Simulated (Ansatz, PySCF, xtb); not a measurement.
Complex: HF (SMILES F) (first 2 atoms) with C4H6 (SMILES C=CC=C); geometry from B3LYP-D3(BJ)/def2-TZVP, rigid monomers moved along the line of their centres of mass till H2···C3 is 2.44 Å.
(charge 0, multiplicity 1):
```xyz
12

F      0.5360     0.0197     0.2479
H      0.6546     0.2495     1.1478
C      1.0419     1.2923     3.3212
C      0.5945     0.1004     3.7348
C     -0.7980    -0.2016     4.0154
C     -1.2258    -1.3957     4.4250
H      0.3677     2.1292     3.1803
H      2.0928     1.4708     3.1380
H      1.3015    -0.7124     3.8771
H     -1.5088     0.6073     3.8745
H     -2.2712    -1.5860     4.6257
H     -0.5391    -2.2215     4.5692
```

Counterpoise-corrected where a basis set is named; no monomer relaxation. Rows marked so take none.

Frozen-core correlation. Rows in 6-311+G**, 6-31G* carry no dispersion term and start afresh at each structure (6-31G* with six Cartesian d functions). MP2/6-31G* freezes PySCF's default core.

Codes used: Ansatz (Gaussian orbitals); PySCF for 6-311+G** rows, 6-31G* rows, the dispersion terms; xtb for the GFN methods. 

```csv
level,interaction energy (meV)
GFN1-xTB,-122.9
BP86/6-31G* (no counterpoise),-178.4
B3LYP/6-31G* (no counterpoise),-203.7
B3LYP/6-311+G** (no counterpoise),-177.4
B3LYP-D3(BJ)/def2-TZVPPD,-206.2
PBE0-D4/def2-TZVPPD,-205.3
wB97X-V/def2-TZVPPD,-195.0
MP2/6-31G* (no counterpoise),-205.4
CCSD(T)/aug-cc-pVDZ,[?]
```

Task: Some entries are withheld; supply them.

Result: 
- CCSD(T)/aug-cc-pVDZ, interaction energy (meV): -158.1

Ansatz is a program for electronic structure.
